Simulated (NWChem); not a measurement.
# C2H3BFNO; SMILES C1N=CB(F)O1

```xyz
9

F      0.0874    -2.0995     0.0000
B      0.0634    -0.7817     0.0000
C      1.2183     0.2833     0.0000
N      0.6833     1.4504     0.0000
C     -0.7404     1.2971     0.0000
O     -1.0912    -0.0739     0.0000
H      2.3110     0.1890     0.0000
H     -1.1683     1.7857     0.8920
H     -1.1683     1.7857    -0.8920
```
Atoms are numbered in this order, from 1.

All runs: NWChem. Medium grid unless said otherwise, to which SCAN and Minnesota functionals are sensitive. Structure relaxed at the PBE0/def2-SVP level. Hybrids' shares of exact exchange are those that their runs print; pure functionals count as 0. The functionals differ in more than this share.

| row | share of exact exchange | orbital gap (eV) |
|---|---|---|
| PBE/def2-SVP | 0.00 | 3.86 |
| r2SCAN/def2-SVP | 0.00 | 4.36 |
| B3LYP/def2-SVP | 0.20 | 6.01 |
| PW6B95/def2-SVP | 0.28 | withheld |
| Hartree-Fock/def2-SVP | 1.00 | 14.50 |

Task: Fit a straight line of the last column on the one before it, predict the withheld value, and compare with the run.

Result: 
1. Means of the 4 shown rows: x = 0.300, y = 7.183. Slope Σ(x − x̄)(y − ȳ)/Σ(x − x̄)² = 7.083/0.6800 = 10.42; intercept 4.056.
2. The shown rows scatter about the line by 0.193 (root mean square); the largest residual is +0.30, at r2SCAN/def2-SVP.
3. At x = 0.28 (PW6B95/def2-SVP; inside the shown range) the line gives 6.97.
4. The run gives 6.70, -0.27 from the line, 1.4 times the scatter.
